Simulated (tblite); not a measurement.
Compound: C5H7N3.
SMILES with atom numbers: `[CH2:1]=[CH:2][c:3]1[cH:4][n:5][n:6][n:7]1[CH3:8]` (hydrogens: H9, H10 on C1; H11 on C2; H12 on C4; H13, H14, H15 on C8)

Computed with GFN2-xTB (tblite), gas phase: Langevin dynamics at 300 K from the optimised GFN2-xTB geometry, time step 0.5 fs, friction 0.01 fs⁻¹, 2000 steps. The instantaneous temperature is 2·E(kin)/(3Nk) with all 3N coordinates.

```tsv
t (fs)	T (K)	E(pot) above start (eV)	C1=C2 (Å)	C2–C3 (Å)	C3–C4 (Å)	C4–N5 (Å)	N5–N6 (Å)	C1–H9 (Å)	C1–C2–C3–C4 (°)
0	239	0.000	1.328	1.439	1.390	1.340	1.281	1.076	0
50	309	0.182	1.323	1.474	1.356	1.355	1.281	1.070	0
100	195	0.309	1.335	1.438	1.410	1.332	1.259	1.144	7
150	177	0.362	1.319	1.453	1.389	1.372	1.274	1.079	-5
200	241	0.356	1.360	1.448	1.399	1.363	1.307	1.040	8
250	196	0.507	1.333	1.499	1.356	1.343	1.345	1.118	11
300	271	0.455	1.347	1.434	1.397	1.303	1.301	1.045	19
350	323	0.326	1.308	1.445	1.417	1.318	1.298	1.068	22
400	364	0.410	1.345	1.464	1.408	1.303	1.259	1.104	26
450	274	0.672	1.325	1.432	1.383	1.319	1.230	1.064	13
500	297	0.502	1.347	1.443	1.420	1.336	1.255	1.090	-13
550	351	0.361	1.336	1.443	1.387	1.333	1.274	1.075	-18
600	293	0.385	1.334	1.457	1.366	1.348	1.277	1.058	-5
650	245	0.470	1.327	1.458	1.353	1.347	1.323	1.090	-13
700	337	0.569	1.340	1.440	1.449	1.356	1.314	1.075	-24
750	388	0.572	1.307	1.463	1.390	1.384	1.285	1.099	-6
800	389	0.613	1.345	1.473	1.386	1.375	1.278	1.115	-21
850	331	0.467	1.323	1.430	1.385	1.352	1.263	1.033	-7
900	315	0.759	1.337	1.471	1.417	1.369	1.268	1.033	-8
950	204	0.885	1.306	1.442	1.383	1.317	1.292	1.122	-19
1000	282	0.518	1.327	1.419	1.421	1.313	1.278	1.039	2
```

Problem. From 500 fs on, how do temperature and potential energy compare with equipartition?

Solution. The mean temperature of these 11 frames is 312 K against the target 300 K, and the mean potential energy 0.55 eV against 39 × kT/2 = 0.50 eV for 39 classical harmonic modes. For 15 atoms in a canonical ensemble the temperature itself scatters by T·√(2/(3N)) = 63 K; here its standard deviation is 54 K. The whole run lasts only 10 friction times of 100 fs, so these averages carry a wide statistical error.

Problem. What are the kinetic and total energies of the listed frame with the highest potential energy?

Solution. The one at 950 fs, 0.885 eV above the start. Its kinetic energy is 3NkT/2 = 0.395 eV at 204 K, so the sum is 1.28 eV; over the listed frames the sum runs from 0.46 to 1.37 eV, since the thermostat adds and removes energy.

Problem. How much do the listed bonds fluctuate from 500 fs on?

Solution. 
```csv
bond,at the start (Å),mean (Å),standard deviation (Å)
C1=C2,1.328,1.330,0.013
C2–C3,1.439,1.449,0.016
C3–C4,1.390,1.396,0.027
C4–N5,1.340,1.348,0.021
N5–N6,1.281,1.282,0.020
C1–H9,1.076,1.075,0.030
```

The motion is classical and holds no zero-point motion.

The cost below is that of the whole dynamics run. Time: 11 s; peak memory 0.19 GiB. Hardware: an Arm Neoverse V1 with one thread (shared host).
